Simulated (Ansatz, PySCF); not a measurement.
C2H7S, SMILES C(C)[SH2+], charge +1. Atoms are numbered in the order given.

```xyz
10

C     -1.4301     0.8578    -0.4219
C     -0.6658    -0.4423    -0.3660
S      1.0352    -0.3198     0.3692
H     -1.6142     1.2797     0.5776
H     -0.9332     1.6098    -1.0531
H     -2.4118     0.6452    -0.8749
H     -1.1371    -1.2169     0.2614
H     -0.4629    -0.8900    -1.3529
H      1.5006     0.7651    -0.3114
H      0.7483     0.3999     1.4900
```
Charge +1, spin multiplicity 1.

Geometry: r2SCAN-D4/def2-SVP. The isomer is the one that the SMILES or the coordinates give; other isomers of the formula were not compared.

Two levels are set side by side: PBE-D3(BJ)/def2-SVP (Ansatz, an electronic-structure program) and r2SCAN-D4/def2-SVP (Ansatz). Each level has its own optimised geometry; the coordinates shown are those of the second. Frequencies come from the Hessian of PySCF at each geometry. Differences are taken from unrounded values.

```
quantity                            r2SCAN-D4
----------------------------------  ---------
mean bond length (Å)                    1.289
bond C1–C2 (Å)                          1.509
bond C2–S3 (Å)                          1.857
bond C1–H4 (Å)                          1.100
bond C1–H5 (Å)                          1.100
bond C1–H6 (Å)                          1.102
bond C2–H7 (Å)                          1.103
bond C2–H8 (Å)                          1.103
bond S3–H9 (Å)                          1.363
bond S3–H10 (Å)                         1.363
highest harmonic wavenumber (cm⁻¹)       3166
mean harmonic wavenumber (cm⁻¹)          1548
zero-point energy (kcal/mol)            53.10
```

What does PBE-D3(BJ) give, and how far is it from r2SCAN-D4? (The exact figures need the calculation; the answer reports its results.)


| quantity | PBE-D3(BJ) | PBE-D3(BJ) minus r2SCAN-D4 |
|---|---|---|
| mean bond length (Å) | 1.297 | 0.008 |
| bond C1–C2 (Å) | 1.513 | 0.004 |
| bond C2–S3 (Å) | 1.863 | 0.006 |
| bond C1–H4 (Å) | 1.108 | 0.008 |
| bond C1–H5 (Å) | 1.108 | 0.008 |
| bond C1–H6 (Å) | 1.110 | 0.008 |
| bond C2–H7 (Å) | 1.110 | 0.008 |
| bond C2–H8 (Å) | 1.110 | 0.008 |
| bond S3–H9 (Å) | 1.374 | 0.011 |
| bond S3–H10 (Å) | 1.374 | 0.011 |
| highest harmonic wavenumber (cm⁻¹) | 3092 | -74 |
| mean harmonic wavenumber (cm⁻¹) | 1507 | -41 |
| zero-point energy (kcal/mol) | 51.70 | -1.40 |
